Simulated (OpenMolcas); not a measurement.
**Sb2+: from RASSCF to RASPT2**

```json
{
  "Program": "OpenMolcas",
  "Basis": "ANO-R2 [7s6p4d2f1g]",
  "Scalar Hamiltonian": "X2C, finite nucleus",
  "Active space": "3 electrons in 9 orbitals (RAS2 5s 5p; RAS3 5d, at most 2 electrons)",
  "State averaging": "2S+1 = 4 odd, 1 root; 2S+1 = 2 odd, 11 roots; 2S+1 = 4 even, 3 roots; 2S+1 = 2 even, 9 roots",
  "Spin-orbit coupling": "RASSI with atomic mean-field integrals over the reference wave functions, term energies averaged over their components"
}
```

Methods on the same reference wave functions:
A. RASSCF
B. SS-RASPT2, IPEA 0.25 Eh, imaginary shift 0.1 Eh (closed shells correlated: 4d)
C. MS-RASPT2, IPEA 0.25 Eh, imaginary shift 0.1 Eh (closed shells correlated: 4d)

Energies in cm⁻¹ above 5s² 5p ²P°_1/2, the measured ground level; measured values from Moore, Atomic Energy Levels, vol. III, NSRDS-NBS 35 (1971 reprint of NBS Circular 467, 1958).

| Level | A | B | C | Measured |
| --- | --- | --- | --- | --- |
| 5s² 5p ²P°_1/2 | 0.0 | 0.0 | 0.0 | 0.0 |
| 5s² 5p ²P°_3/2 | 5625 | 5630 | 5670 | 6576 |
| 5s 5p² ⁴P_1/2 | 51718 | 57520 | 57730 |  |
| 5s 5p² ⁴P_3/2 | 54073 | 59940 | 60150 |  |
| 5s 5p² ⁴P_5/2 | 57097 | 62910 | 63120 | 64356 |
| 5s 5p² ²D_3/2 | 74245 | 77120 | 77330 | 76523 |
| 5s 5p² ²D_5/2 | 74939 | 77950 | 78160 | 77792 |

Deviations, from unrounded energies. A percentage is the sum of absolute deviations over the sum of measured energies, with the sign that they share, or ± where signs differ.

| Against measurement | Levels | A | B | C |
| --- | --- | --- | --- | --- |
| mean absolute deviation (cm-1) | 4 | 3300 | 790 | 830 |
| fine structure of the ground term (%) | 1 | -14.5 | -14.5 | -13.7 |
| other configurations (%) | 3 | -5.7 | ±1.0 | ±1.1 |

B, C lie about equally close to measurement and A furthest from it. The largest miss of B in the table is 5s 5p² ⁴P_5/2, by -1400 cm-1. The ranking rests on the paired levels alone, and a cruder setting can come out closer through cancelling errors.

Between B and C the level of the table that moves most is 5s 5p² ⁴P_1/2, by 210 cm-1 (lowest in B, highest in C). Moves below CASPT2's spread within the term are not significant.

The mean deviations of B to C differ by less than CASPT2's widest spread within a term (98 cm-1), so their order carries little weight.

The lowest spin-free term lies below A's lowest term by 0.446 hartree in B, 0.447 hartree in C.

Term energies are means over components that CASPT2 splits; among the terms shown or strongly mixed into the levels shown the widest spread is 98 cm-1 (5s 5p² ²D, C). Active for correlation alone: 5d; no level in the range computed is led by a configuration that fills it, so any true level of that kind is missing. Some terms mix strongly with configurations of 5d, whose occupation reaches 0.16 (5s 5p² ²D). Computed and measured levels are paired by configuration, term and J; levels that our copy of the source lacks, or whose pairing is in doubt (as where it misses far off the trend of its configuration), stay unpaired and out of the deviations. Levels of configurations outside the active space are missing. The table leaves out levels that lie high or whose names do not pair safely across all columns.

° marks odd parity.
